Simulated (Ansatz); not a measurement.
# A barrier at the coupled-cluster level

Start structure (CH₆OSn, singlet), relaxed at PBE0-D4/def2-TZVP:

Sn1  (-0.041, 0.331, 0.698)
O2  (1.825, 0.761, 0.217)
C3  (-0.712, -0.751, -1.002)
H4  (-0.599, -0.129, -1.889)
H5  (-0.878, 1.805, 0.953)
H6  (-0.017, -0.594, 2.141)
H7  (2.292, 1.260, 0.890)
H8  (-1.760, -1.032, -0.891)
H9  (-0.110, -1.651, -1.117)
(Å)

The step: CH₆OSn ([CH3][SnH2][OH]) → CH₄Sn ([CH2][SnH2]) + H₂O; bonds formed: O2–H4; bonds broken: Sn1–O2, C3–H4. Ansatz 0.2.0; basis: def2-TZVPP and def2-QZVPP; cores frozen in the correlated methods. Filled d shells of the heavier atoms are correlated. Core potentials replace the inner electrons of the atoms past krypton. The def2 sets are not built for correlating such inner shells, so the correlated values are less sure here. Extrapolation: Hartree–Fock as exp(−7.88 √X), correlation as X^−2.97. Energies below are by CCSD(T) at an estimated basis limit (MP2 extrapolated from triple and quadruple zeta, plus CCSD(T) − MP2 in triple zeta).

Question: What are the electronic barrier and the energy of the step, from the start structure to the end structure? (To be estimated.)

Answer: The calculation gives: Barrier 237.5 kJ/mol; step energy 221.1 kJ/mol (uphill); reverse barrier, their difference, 16.4 kJ/mol. Barrier and step energy count from the start structure, the reverse barrier from the end structure.

The saddle point: One imaginary mode of 523i cm⁻¹.
| pair | start (Å) | saddle (Å) | end (Å) |
| --- | --- | --- | --- |
| O2–H4 | 3.33 | 1.09 | 0.98 |
| Sn1–O2 | 1.97 | 2.25 | 2.57 |
| C3–H4 | 1.09 | 1.70 | 2.42 |

Zero-point energy (harmonic, PBE0-D4): ZPE is 164.0 kJ/mol at the start and 153.7 kJ/mol at the saddle, so the barrier goes from 237.5 to 227.2 kJ/mol.

The T1 diagnostic stays at or below 0.017. The restricted Hartree–Fock reference is unstable towards an unrestricted one at one or more of these structures.

Labels in which every atom is bracketed show which atoms are joined, not bond orders.

For scale, one of the runs: CCSD(T)/def2-TZVPP, 196 basis functions, launched by `ansatz run in.yaml --threads 4 --pin off --events-out ev --progress --plain --max-ram 9574MiB`. The run took 64 s on 4 CPU threads of an Arm Neoverse V2 (shared host), with 2.6 GiB of host memory at its peak.
